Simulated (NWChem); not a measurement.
System: SbF₃; SMILES [F][Sb]([F])[F]

NWChem input:

```
start job
memory heap 200 mb stack 900 mb global 1100 mb
geometry units angstroms noautoz
  Sb     0.000000     0.000000     0.284401
  F     -1.050614     1.249765    -0.721157
  F      1.607635     0.284976    -0.721157
  F     -0.557022    -1.534741    -0.721157
end
basis spherical
  Sb library def2-tzvp
  F library def2-tzvp
end
ecp
  Sb library def2-ecp
end
dft
  xc b3pw91
  iterations 150
  mulliken
end
task dft energy
```

All runs use the structure optimised with PBE0/def2-SVP. def2 effective core potentials on Sb; no spin-orbit coupling.

What results follow from this input? (B3PW91/def2-TZVP with def2 effective core potentials on Sb.) Quantities: energy (Ha); highest occupied level (eV); orbital gap (eV); dipole (D).


```
Quantity                       Value
---------------------------  -------
energy (Ha)                  -540.03
highest occupied level (eV)    -9.69
orbital gap (eV)                7.70
dipole (D)                      3.98
```
